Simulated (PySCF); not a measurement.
GaH2, SMILES [GaH2], multiplicity 2. Atoms are numbered in the order given.

```xyz
3

Ga     0.0000     0.0000     0.0485
H      0.0000    -1.3863    -0.7523
H      0.0000     1.3863    -0.7523
```
Charge 0, spin multiplicity 2.

Geometry optimised at B3LYP-D3(BJ)/def2-TZVPD. The spin state was assumed, not searched. The isomer is the one that the SMILES or the coordinates give; other isomers of the formula were not compared.

Computed with CAM-B3LYP/def2-TZVPD (PySCF).

The molecule is in vacuum.

- total energy: -1926.10406 hartree
- point group: C2v
- α spin, highest occupied and lowest empty level: -6.82 and -1.05 eV
- β spin, highest occupied and lowest empty level: -9.67 and -1.62 eV
- dipole moment: 0.30 D
- quadrupole, principal values (traceless, Buckingham form, about the centre of nuclear charge): -3.03, -1.79, 4.82 D·Å
- mean static polarisability: 40.0 bohr³ (5.92 Å³)
- polarisability, principal values: 34.4, 40.9, 44.6 bohr³
- ⟨S²⟩: 0.753 (pure state 0.75)
